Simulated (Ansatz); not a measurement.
Mulliken charges of AlB2H4NO (`N[B]1[AlH][B]1O`) from ωB97M-V/def2-TZVPP in Ansatz (PBE0-D4/def2-TZVP geometry).

```tsv
atom	x (Å)	y (Å)	z (Å)	charge (e)
N1	1.036	0.534	-1.351	-0.208
B2	0.335	-0.390	-0.615	-0.014
Al3	-1.020	-1.711	0.110	-0.015
B4	-0.530	0.030	1.012	0.093
O5	-0.483	1.267	1.508	-0.250
H6	1.639	1.230	-0.941	0.151
H7	0.985	0.586	-2.357	0.151
H8	-0.578	-3.137	0.674	-0.120
H9	-1.296	1.545	1.943	0.211
```

Task: By hand: the dipole of these point charges (1 e Å = 4.8032 D).

Result: Σ q r = (0.059, 0.583, -0.164) e Å, of length 0.608 e Å = 2.92 D.

Task: How does the dipole of the full density compare? (Estimate.)

Result: The calculation gave: (-0.009, 0.583, -0.190) e Å, 2.95 D; the point charges give 0.99 times that, at 7° from its direction.

Point charges leave out the atoms' own dipoles, such as those of lone pairs, and Mulliken's split depends on the basis, so the close match here is no proof of good charges.
